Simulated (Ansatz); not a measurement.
Total energies of `CC1=[CH][AlH][CH2]1`.

```xyz
12

C    -0.551   -0.975    1.248
C     0.096   -0.130    0.200
C     1.419    0.152    0.093
Al    0.996    1.192   -1.444
C    -0.761    0.510   -0.891
H    -1.308   -0.395    1.786
H     0.171   -1.367    1.966
H    -1.081   -1.813    0.783
H     2.148   -0.237    0.796
H     1.675    2.109   -2.551
H    -1.284   -0.233   -1.501
H    -1.519    1.187   -0.485
```

The species carries charge 0 and has multiplicity 1. All single points use the PBE0-D4/def2-TZVP geometry. Basis def2-TZVPP, Ansatz 0.2.0.

RPA on PBE orbitals: Hartree–Fock energy of these orbitals -397.43326 Eh, correlation -1.24458 Eh (frozen core).

```csv
functional,energy without D4 (Eh),D4 term (kJ/mol)
revPBE,-398.98625,-75.3
r2SCAN,-398.96082,-5.9
B97M-V,-399.04005,–
PBE0,-398.77707,-20.2
B3LYP,-399.11589,-38.7
r2SCANh,-398.95295,-6.3
r2SCAN0,-398.94214,-6.9
HSE06 (plane-wave form),-398.76143,-18.8
BHLYP,-398.98674,-29.1
CAM-B3LYP,-398.99663,-20.4
ωB97X-V,-399.00193,–
ωB97M-V,-398.98966,–
B2PLYP,-398.82099,–
PBE-QIDH,-398.66450,–
```

Task: Give the same for LDA (SPW92), PBE, BLYP, LC-ωPBE. (Estimate.)

Result: The calculation gave: 
```
 functional  energy without D4 (Eh)  D4 term (kJ/mol)
LDA (SPW92)              -396.55517                 –
        PBE              -398.72994             -24.0
       BLYP              -399.00493             -53.1
    LC-ωPBE              -398.89440                 –
```

B3LYP takes the VWN-RPA correlation (the form of Gaussian; ORCA's B3LYP/G). HSE06 is the plane-wave form, built on full-range PBE exchange. The double hybrids freeze the cores in their second-order part.

LC-ωPBE has ω = 0.4 bohr⁻¹.
